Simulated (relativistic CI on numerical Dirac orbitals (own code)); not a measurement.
# Kr II: q coefficients and field-shift factors

Method of calculation: Dirac-Coulomb-Breit CI, separate exchange-only KLI orbitals for each configuration, valence Slater integrals scaled by 0.85, P86 correlation energy added to each configuration, derivatives by finite differences, QED left out (own radial code, finite nucleus).

Configurations in the expansion (outside the closed core [Ar] 3d10): 4s²4p⁵, 4s4p⁶, 4s²4p⁴5s, 4s²4p⁴4d, 4s²4p⁴5p, 4s²4p⁴5d, 4s4p⁵4d. Double excitations out of closed p, d and f shells are left out; levels of such configurations are missing from the list, as are those of other unlisted configurations, and high levels can miss mixing partners.

With x = (α/α₀)² − 1 an excitation energy changes as ω = ω₀ + qx; K = 2q/ω₀ is the relative enhancement. Terms are leading LS components, so labels can repeat. The field-shift factor is F = δν/δ⟨r²⟩ for the transition from the lowest level.

Lowest level 4s²4p⁵ ²P°3/2.

| Level | ω₀ (cm⁻¹) | q (cm⁻¹) | F (GHz/fm²) |
| --- | --- | --- | --- |
| 4s²4p⁵ ²P°1/2 | 5322.9 | 5558 | -0.0348 |
| 4s4p⁶ ²S1/2 | 113866.4 | 6370 | -3.5 |
| 4s²4p⁴5s ⁴P5/2 | 115766.6 | -2330 | 2.15 |
| 4s²4p⁴5s ⁴P3/2 | 118132.6 | -1205 | 2.08 |
| 4s²4p⁴5s ⁴P1/2 | 120633.1 | 2589 | 2.03 |
| 4s²4p⁴5s ²P3/2 | 121620.4 | 1381 | 2.01 |
| 4s²4p⁴4d ⁴D7/2 | 122668.0 | 1095 | 0.861 |
| 4s²4p⁴4d ⁴D5/2 | 122945.6 | 1121 | 0.865 |
| 4s²4p⁴4d ⁴D3/2 | 123568.9 | 1702 | 0.87 |
| 4s²4p⁴4d ⁴D1/2 | 123961.9 | 2109 | 1.3 |
| 4s²4p⁴5s ²P1/2 | 124688.8 | 3080 | 1.47 |
| 4s²4p⁴4d ⁴F9/2 | 128259.7 | -259.6 | 0.914 |
| 4s²4p⁴4d ⁴F7/2 | 130383.7 | 1586 | 0.902 |

For a near-neutral ion this model can misplace configurations by up to about 10,000 cm⁻¹ (more where the count of f electrons changes) and terms by 10 to 25 % of their spread. Rates follow the energies as ν³ (E1, M1) or ν⁵ (E2), so they and the lifetimes can be off by large factors. The fine structure of a lone outer electron comes out too small, for d and f at times inverted, and misplaced configurations move strength between like terms.

Question: Which transition from the lowest level has the largest |K|?

Answer: 4s²4p⁵ ²P°1/2 at 5322.9 cm⁻¹, K = 2.09.
